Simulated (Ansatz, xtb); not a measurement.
# Relative energy of two isomers of CH5FSi3

Structure a: `F[Si@@H]1[SiH]=C[SiH2]1`, a singlet. Structure b: `F[Si@@H]1C=[SiH][SiH2]1`, a singlet. Both are isolated molecules in the gas phase, relaxed with r2SCAN-D4/def2-SVP.

a (Å):

```xyz
10

C    -1.2183   -1.5408   -0.4046
F     1.0063    1.8604   -1.5255
Si    0.2950    1.0042   -0.3274
Si    0.5069   -1.3064   -0.3282
Si   -1.9055    0.1869   -0.6102
H     0.6598    1.6974    0.9439
H     1.5453   -2.3799   -0.2272
H    -1.8000   -2.4684   -0.3332
H    -2.9094    0.6049    0.4227
H    -2.4944    0.4831   -1.9552
```

b (Å):

| atom | x (Å) | y (Å) | z (Å) |
| --- | --- | --- | --- |
| C | 0.6212 | -0.9731 | -0.4722 |
| F | 0.2145 | 0.9957 | -2.6117 |
| Si | 0.0942 | 0.7149 | -1.0033 |
| Si | -0.8540 | -1.5759 | 0.2285 |
| Si | -2.1186 | 0.3031 | -0.2693 |
| H | 0.8198 | 1.8521 | -0.3630 |
| H | 1.6147 | -1.4305 | -0.5474 |
| H | -1.0204 | -2.8616 | 0.9762 |
| H | -2.6955 | 1.0548 | 0.8873 |
| H | -3.1669 | 0.1131 | -1.3164 |

Task: Estimate which is lower in electronic energy at CCSD(T)/def2-SVP + ΔMP2/def2-TZVPP, and by roughly how much.

Result: The CCSD(T)/def2-SVP + ΔMP2/def2-TZVPP calculation puts structure b lower, by 0.242 eV.

The same difference at several levels:

```json
{"level": "GFN2-xTB", "geometry": "GFN2-xTB", "E(b) − E(a) (eV)": "+0.057", "departure from the last row (eV)": "+0.299", "job, with rough time for the two": "optimisation, 0.28 s"}
{"level": "HF/STO-3G", "geometry": "GFN2-xTB", "E(b) − E(a) (eV)": "−0.196", "departure from the last row (eV)": "+0.045", "job, with rough time for the two": "single point, 0.4 s"}
{"level": "r2SCAN-D4/def2-SVP//GFN2-xTB", "geometry": "GFN2-xTB", "E(b) − E(a) (eV)": "−0.273", "departure from the last row (eV)": "−0.031", "job, with rough time for the two": "single point, 4.6 s"}
{"level": "r2SCAN-D4/def2-SVP", "geometry": "r2SCAN-D4/def2-SVP", "E(b) − E(a) (eV)": "−0.276", "departure from the last row (eV)": "−0.034", "job, with rough time for the two": "optimisation, 57 s"}
{"level": "HF/def2-SVP", "geometry": "r2SCAN-D4/def2-SVP", "E(b) − E(a) (eV)": "−0.273", "departure from the last row (eV)": "−0.031", "job, with rough time for the two": "part of the CCSD(T) run"}
{"level": "MP2/def2-SVP", "geometry": "r2SCAN-D4/def2-SVP", "E(b) − E(a) (eV)": "−0.276", "departure from the last row (eV)": "−0.034", "job, with rough time for the two": "part of the CCSD(T) run"}
{"level": "CCSD(T)/def2-SVP", "geometry": "r2SCAN-D4/def2-SVP", "E(b) − E(a) (eV)": "−0.259", "departure from the last row (eV)": "−0.017", "job, with rough time for the two": "single point"}
{"level": "CCSD(T)/def2-SVP + ΔMP2/def2-TZVPP", "geometry": "r2SCAN-D4/def2-SVP", "E(b) − E(a) (eV)": "−0.242", "departure from the last row (eV)": "", "job, with rough time for the two": "single point, 30 s"}
```

As drawn, both hold the same kinds of bond in the same numbers.

GFN2-xTB puts the two in the other order. The largest departure from CCSD(T)/def2-SVP + ΔMP2/def2-TZVPP is that of GFN2-xTB, 0.299 eV. The last row adds to CCSD(T) the change of the MP2 difference between the two basis sets, here +0.017 eV.

With harmonic frequencies from r2SCAN-D4/def2-SVP (ideal gas, rigid rotor, one conformer each, 298.15 K, 1 atm): on the last row, ΔE + ΔZPE = −0.242, ΔH = −0.242, ΔG = −0.240 eV.

The correlated steps freeze 17 core orbitals. Programs: Ansatz 0.2.0, xtb 6.7.1; the last row on 2 threads of Arm Neoverse V1 on a shared host.
